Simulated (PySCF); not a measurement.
## [Pm(H2O)2]3+: from a saddle point downhill

PySCF 2.14.0, RKS BP86, Pm lcecp-1-SVP with ECP50, O def2-SVP, H def2-SVP; non-relativistic Hamiltonian with scalar-relativistic core potentials where named; density fitting; no spin-orbit coupling. Relaxed within the symmetry of its start, the geometry (D2d) is

```xyz
7

Pm    0.0000    0.0000    0.0000
O     0.0000    0.0000    2.3323
H     0.5512    0.5512    2.9658
H    -0.5512   -0.5512    2.9658
O     0.0000    0.0000   -2.3323
H     0.5512   -0.5512   -2.9658
H    -0.5512    0.5512   -2.9658
```

and its lowest harmonic modes are -64, -64, 170, 396, 399, 617 cm⁻¹ (negative: unstable). It was moved along the lowest mode and relaxed again.

Q: Where does it end, and how much lower?

A: In C1, 0.215 eV lower, after 33 steps:
```xyz
7

Pm    0.3438   -1.1222    0.0121
O    -0.0638    0.1828    1.8515
H     0.4195    1.0079    2.1635
H    -0.7455    0.0415    2.5775
O     0.0253    0.1611   -1.8561
H     0.2455   -0.0683   -2.8105
H    -0.3815    1.0763   -1.9380
```

Q: How do the contacts change?

A: 
```
     contact  saddle (Å)  end (Å)
Pm1–O2 (H2O)       2.332    2.292
Pm1–O5 (H2O)       2.332    2.289
```


Q: Is the end a minimum?

A: Yes, as far as the noise of the softest modes lets one tell (those above −25 cm⁻¹ count as noise); lowest modes 32, 79, 155, 417, 420, 625 cm⁻¹.

An lcecp potential fixes the number of 4f electrons, so in runs with it no electron can move into or out of that shell.

State: singlet in the valence, with the 4f electrons in the core potential.
